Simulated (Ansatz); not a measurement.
AlCl2(NH2) (AlNCl₂H₂), relaxed as a singlet with RKS PBE0-D4/def2-SVP in Ansatz, starting from the GFN2-xTB geometry. Force threshold 0.02 eV/Å.

Start:

Cartesian coordinates in Å:
```
Al -0.010 0.534 -0.529
Cl 1.571 0.699 -1.788
Cl -1.606 1.777 -0.665
N 0.008 -0.727 0.720
H -0.719 -0.895 1.400
H 0.756 -1.389 0.862
```

Question: Estimate the energy that the relaxation releases and the steps that it takes.

Answer: 2.1 kcal/mol, in 5 steps; 4.5 s on 4 threads of Arm Neoverse V2 on a shared host. No frequencies were taken in this run, so the end may be a saddle point.

Question: Does the start keep its bonding and symmetry?

Answer: By distances, no bond broke or formed. The bond that changes most is Al1–Cl3, from 2.03 to 2.09 Å (atoms count from 1). Point group C2v at the start, C2v at the end, both within 0.05 Å.

Question: Predict the relaxed structure.

Answer: 
Cartesian coordinates in Å:
```
Al -0.009 0.510 -0.505
Cl 1.605 0.706 -1.821
Cl -1.642 1.807 -0.668
N 0.010 -0.734 0.729
H -0.731 -0.893 1.401
H 0.766 -1.396 0.865
```
Bond lengths: 2 × Al–Cl 2.09 Å; 1 × Al–N 1.75 Å; 2 × H–N 1.01 Å.
